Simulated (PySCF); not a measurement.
C6H18Si4.
SMILES with atom numbers: `[CH3:1][C:2]#[C:3][SiH2:4][Si@@H:5]([CH2:6][CH2:7][CH3:8])[SiH2:9][SiH3:10]` (hydrogens: H11, H12, H13 on C1; H14, H15 on Si4; H16 on Si5; H17, H18 on C6; H19, H20 on C7; H21, H22, H23 on C8; H24, H25 on Si9; H26, H27, H28 on Si10)

A GFN2-xTB structure was refined with PBE0-D3(BJ)/def2-SVP geometry optimisation, gas phase (PySCF). Its GFN2-xTB values:

| coordinate | GFN2-xTB |
| --- | --- |
| C1–C2 | 1.458 Å |
| C1–H13 | 1.029 Å |
| C2≡C3 | 1.213 Å |
| C3–Si4 | 1.802 Å |
| Si4–Si5 | 2.357 Å |
| Si4–H14 | 1.465 Å |
| Si4–H15 | 1.471 Å |
| Si5–C6 | 1.914 Å |
| Si5–H16 | 1.457 Å |
| C6–C7 | 1.511 Å |
| C6–H17 | 1.089 Å |
| C7–H19 | 1.091 Å |
| C8–H21 | 1.117 Å |
| Si9–Si10 | 2.304 Å |
| Si9–H25 | 1.449 Å |
| Si10–H26 | 1.450 Å |
| C1–C2–C3 | 179.4° |
| C2–C3–Si4 | 179.1° |
| Si4–Si5–C6 | 108.4° |
| Si4–Si5–Si9 | 115.6° |
| Si5–C6–C7 | 112.5° |
| Si5–Si9–Si10 | 116.4° |
| C6–Si5–Si9 | 108.7° |
| C6–C7–C8 | 112.2° |
| C3–Si4–Si5–C6 | 167° |
| Si4–Si5–C6–C7 | -174° |
| Si4–Si5–Si9–Si10 | 25° |
| Si5–C6–C7–C8 | -178° |

Task: How do these coordinates change at the PBE0-D3(BJ)/def2-SVP level?

Result: 
```json
{"coordinate": "C1–H13", "PBE0-D3(BJ)/def2-SVP (Å or °)": "1.101", "change": "+0.072"}
{"coordinate": "Si9–H25", "PBE0-D3(BJ)/def2-SVP (Å or °)": "1.500", "change": "+0.051"}
{"coordinate": "Si10–H26", "PBE0-D3(BJ)/def2-SVP (Å or °)": "1.496", "change": "+0.046"}
{"coordinate": "Si9–Si10", "PBE0-D3(BJ)/def2-SVP (Å or °)": "2.348", "change": "+0.044"}
{"coordinate": "Si5–H16", "PBE0-D3(BJ)/def2-SVP (Å or °)": "1.501", "change": "+0.044"}
{"coordinate": "Si4–H14", "PBE0-D3(BJ)/def2-SVP (Å or °)": "1.497", "change": "+0.032"}
{"coordinate": "Si4–H15", "PBE0-D3(BJ)/def2-SVP (Å or °)": "1.497", "change": "+0.026"}
{"coordinate": "C3–Si4", "PBE0-D3(BJ)/def2-SVP (Å or °)": "1.827", "change": "+0.025"}
{"coordinate": "C6–C7", "PBE0-D3(BJ)/def2-SVP (Å or °)": "1.528", "change": "+0.017"}
{"coordinate": "Si5–C6", "PBE0-D3(BJ)/def2-SVP (Å or °)": "1.898", "change": "-0.016"}
{"coordinate": "C6–H17", "PBE0-D3(BJ)/def2-SVP (Å or °)": "1.105", "change": "+0.016"}
{"coordinate": "C8–H21", "PBE0-D3(BJ)/def2-SVP (Å or °)": "1.101", "change": "-0.016"}
{"coordinate": "C7–H19", "PBE0-D3(BJ)/def2-SVP (Å or °)": "1.104", "change": "+0.013"}
{"coordinate": "Si4–Si5", "PBE0-D3(BJ)/def2-SVP (Å or °)": "2.345", "change": "-0.012"}
{"coordinate": "C1–C2", "PBE0-D3(BJ)/def2-SVP (Å or °)": "1.450", "change": "-0.008"}
{"coordinate": "C2≡C3", "PBE0-D3(BJ)/def2-SVP (Å or °)": "1.220", "change": "+0.007"}
{"coordinate": "Si4–Si5–Si9", "PBE0-D3(BJ)/def2-SVP (Å or °)": "108.3", "change": "-7.3"}
{"coordinate": "C2–C3–Si4", "PBE0-D3(BJ)/def2-SVP (Å or °)": "175.8", "change": "-3.3"}
{"coordinate": "Si4–Si5–C6", "PBE0-D3(BJ)/def2-SVP (Å or °)": "111.5", "change": "+3.1"}
{"coordinate": "Si5–Si9–Si10", "PBE0-D3(BJ)/def2-SVP (Å or °)": "113.6", "change": "-2.8"}
{"coordinate": "C6–Si5–Si9", "PBE0-D3(BJ)/def2-SVP (Å or °)": "111.0", "change": "+2.3"}
{"coordinate": "Si5–C6–C7", "PBE0-D3(BJ)/def2-SVP (Å or °)": "114.7", "change": "+2.2"}
{"coordinate": "C6–C7–C8", "PBE0-D3(BJ)/def2-SVP (Å or °)": "113.2", "change": "+1.0"}
{"coordinate": "C1–C2–C3", "PBE0-D3(BJ)/def2-SVP (Å or °)": "179.8", "change": "+0.4"}
{"coordinate": "Si4–Si5–Si9–Si10", "PBE0-D3(BJ)/def2-SVP (Å or °)": "54", "change": "+29"}
{"coordinate": "C3–Si4–Si5–C6", "PBE0-D3(BJ)/def2-SVP (Å or °)": "179", "change": "+12"}
{"coordinate": "Si4–Si5–C6–C7", "PBE0-D3(BJ)/def2-SVP (Å or °)": "177", "change": "-9"}
{"coordinate": "Si5–C6–C7–C8", "PBE0-D3(BJ)/def2-SVP (Å or °)": "179", "change": "-3"}
```

The energy falls by 11.2 kcal/mol over 21 energy and gradient evaluations, the largest force component goes from 0.0517 to 3.2e-04 Eh/bohr, and the atoms move by 0.749 Å rms after alignment. The bond that changes most is C1–H13 (propargylic carbon to methyl hydrogen), which lengthens by 0.072 Å. Bonds longer at the end by more than 0.005 Å: 18 of 27; shorter: 6. Among the dihedrals that turn most is H16–Si5–Si9–H25, from 137° to 176°. Rotational constants go from 815.3, 352.2, 266.5 to 1001, 347.2, 272.3 MHz.

The run used 246 basis functions and 146 SCF cycles in all.

Not checked by PBE0-D3(BJ)/def2-SVP frequencies. The numbers are those of one conformer.
